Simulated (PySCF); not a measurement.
Radial density of P(2+) (phosphorus, charge +2)

M06-2X, [Ne] 3s2 3d1, 2D determinant (an excited configuration). Calculation: PySCF 2.14, in aug-cc-pCVQZ-DK (10s9p7d5f3g, 134 functions); scalar relativity by spin-free X2C-1e.

```csv
r (bohr),4πr²ρ (e/bohr),4πr²(ρα − ρβ)
0.00163,0.08388,0.0000
0.00275,0.2199,0.0000
0.00462,0.5669,0.0000
0.00777,1.415,0.0000
0.0131,3.332,0.0001
0.0220,7.089,0.0002
0.0370,12.67,0.0004
0.0622,16.94,0.0003
0.105,14.80,-0.0006
0.176,10.76,-0.0022
0.296,14.72,0.0002
0.498,13.38,0.0179
0.838,3.910,0.0935
1.41,1.862,0.2987
2.37,0.9571,0.3657
3.99,0.1491,0.1306
6.71,0.005006,0.0050
```

Densities and radii are taken from the X2C orbitals without a picture-change correction, which distorts them close to the nucleus.

The outer electron is Rydberg-like, and this basis confines it to a smaller radius and binds it less than a complete one would.

Q: Where is the radial spin density 4πr²(ρα − ρβ) most negative, and why is it negative at all?

A: Around r = 0.176 bohr, down to -0.0022 e/bohr: exchange with the open shell polarises the paired shells in an unrestricted calculation.
